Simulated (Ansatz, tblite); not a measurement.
Spin states of Mo3H6S8, each relaxed with r2SCAN-D4/def2-SVP in Ansatz. Electronic energies in the gas phase.

In the def2 sets Mo takes a core potential; there is no spin–orbit coupling. The xTB rows come from tblite. Correlated methods freeze 40 core orbitals; core or outer-core shells of Mo are correlated, in sets that lack core-valence functions. Single mean-field runs in def2-TZVP are fitted with def2-universal-jkfit.

Singlet geometry:

```csv
atom,x (Å),y (Å),z (Å)
Mo1,0.6410,0.9723,-0.3735
Mo2,0.6941,-1.4775,-0.5214
Mo3,-1.4874,-0.1954,0.6740
S4,2.0169,1.4232,1.2048
S5,-1.3775,-2.3132,-0.1797
S6,1.2815,1.4957,-2.5724
S7,-1.5184,2.1428,-0.2596
S8,2.0793,-2.0432,1.1929
S9,1.5084,-1.8919,-2.6323
S10,-1.2066,-0.2753,2.9357
S11,-3.7436,0.0240,0.2200
H12,1.9266,2.6382,-2.2143
H13,-1.1196,2.7503,0.8896
H14,2.4340,-0.7486,1.5682
H15,1.9174,-0.6676,-3.0867
H16,0.1209,-0.5710,2.7881
H17,-4.1669,-1.2628,0.3665
```

Triplet geometry:

```xyz
17

Mo   -0.7448    0.8954   -0.5707
Mo   -0.6532    0.0966    1.6154
Mo    1.8193   -0.7438   -0.0774
S    -2.1808   -0.3543   -1.5685
S     1.4427   -0.7120    2.1627
S    -1.5321    3.0335   -0.1699
S     1.4383    1.0620   -1.6737
S    -2.1891   -1.5517    1.5806
S    -1.2284    1.8457    2.9942
S     1.0197   -2.6938   -0.9872
S     4.0709   -1.0443   -0.6313
H    -1.9856    3.2523   -1.4341
H     1.1422    0.3083   -2.7665
H    -2.6017   -1.3982    0.2416
H    -1.7413    2.8124    2.1816
H    -0.3168   -2.5220   -0.7905
H     4.2405   -2.2860   -0.1063
```

⟨S²⟩: triplet 2.03 at PBE0-D4/def2-TZVP (pure 2.00).

Run but left out: HF/def2-TZVP, MP2/def2-TZVP (singlet: restricted singlet, unstable towards broken spin symmetry); PBE-QIDH/def2-TZVP (singlet: restricted singlet, unstable in another Hartree–Fock run and untested here).

Only these spin states were relaxed. Higher spins weren't run and may lie lower.

| level | triplet − singlet (kJ/mol) | lowest of these | remarks |
| --- | --- | --- | --- |
| PBE-D4/def2-TZVP | 31.9 | singlet | – |
| BLYP-D4/def2-TZVP | 26.0 | singlet | restricted SCF unstable in HF (singlet) |
| PBE0-D4/def2-TZVP | -1.7 | tie | restricted SCF unstable in HF (singlet) |
| RPA@PBE/def2-TZVP | 24.3 | singlet | – |

(1) Estimate the rows for GFN1-xTB, GFN2-xTB, r2SCAN-D4/def2-TZVP, r2SCAN0-D4/def2-TZVP.

Answers

(1) 
```tsv
level	triplet − singlet (kJ/mol)	lowest of these	remarks
GFN1-xTB	148.8	singlet	–
GFN2-xTB	136.3	singlet	–
r2SCAN-D4/def2-TZVP	8.8	singlet	restricted SCF unstable in HF (singlet)
r2SCAN0-D4/def2-TZVP	-22.2	triplet	restricted SCF unstable in HF (singlet)
```

The xTB methods have no term that favours high spin, so they put low spin too low.
